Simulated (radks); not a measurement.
The numbers below are computed, except where a source is named.
Effect of the nuclear size on neutral terbium, [Xe] 4f9 6s2. Code: a radial shooting solver on a logarithmic mesh with Libxc functionals. Model: Dirac Kohn-Sham, BLYP, spin-unpolarised, spherical densities, finite nucleus; open shells are shared between the two j in proportion to 2j + 1; Fermi nuclear charge, rms radius 5.06 fm. The rms radius is varied about that value; shifts are against it.

[
 {"rms radius (fm)": "4.134", "total energy shift (eV)": "-7.55", "density at nucleus (e/bohr^3)": "7.246e+05", "1s1/2 shift (meV)": "-3100", "2s1/2 shift (meV)": "-404", "5s1/2 shift (meV)": "-3.01", "5p1/2 shift (meV)": "0.355", "6s1/2 shift (meV)": "-0.125", "4f7/2 shift (meV)": "0.580", "6p1/2 (empty) shift (meV)": "0.102"},
 {"rms radius (fm)": "4.7311", "total energy shift (eV)": "-2.81", "density at nucleus (e/bohr^3)": "6.992e+05", "1s1/2 shift (meV)": "-1160", "2s1/2 shift (meV)": "-150", "5s1/2 shift (meV)": "-1.12", "5p1/2 shift (meV)": "0.132", "6s1/2 shift (meV)": "-0.047", "4f7/2 shift (meV)": "0.216", "6p1/2 (empty) shift (meV)": "0.038"},
 {"rms radius (fm)": "5.06", "total energy shift (eV)": "0", "density at nucleus (e/bohr^3)": "6.87e+05", "1s1/2 shift (meV)": "0.000", "2s1/2 shift (meV)": "0.000", "5s1/2 shift (meV)": "0.000", "5p1/2 shift (meV)": "0.000", "6s1/2 shift (meV)": "0.000", "4f7/2 shift (meV)": "0.000", "6p1/2 (empty) shift (meV)": "0.000"},
 {"rms radius (fm)": "5.2169", "total energy shift (eV)": "1.39", "density at nucleus (e/bohr^3)": "6.815e+05", "1s1/2 shift (meV)": "571", "2s1/2 shift (meV)": "74.3", "5s1/2 shift (meV)": "0.555", "5p1/2 shift (meV)": "-0.065", "6s1/2 shift (meV)": "0.023", "4f7/2 shift (meV)": "-0.107", "6p1/2 (empty) shift (meV)": "-0.019"},
 {"rms radius (fm)": "5.905", "total energy shift (eV)": "7.85", "density at nucleus (e/bohr^3)": "6.596e+05", "1s1/2 shift (meV)": "3230", "2s1/2 shift (meV)": "419", "5s1/2 shift (meV)": "3.13", "5p1/2 shift (meV)": "-0.369", "6s1/2 shift (meV)": "0.131", "4f7/2 shift (meV)": "-0.603", "6p1/2 (empty) shift (meV)": "-0.105"}
]

Slopes of the eigenvalues against <r^2> in GHz/fm^2, as finite differences over the two radii next to the reference (eigenvalue slopes, not the field-shift constants of lines): 1s1/2 86400, 2s1/2 11200, 5s1/2 83.9, 5p1/2 -9.89, 6s1/2 3.49, 4f7/2 -16.1, 6p1/2 (empty) -2.83.
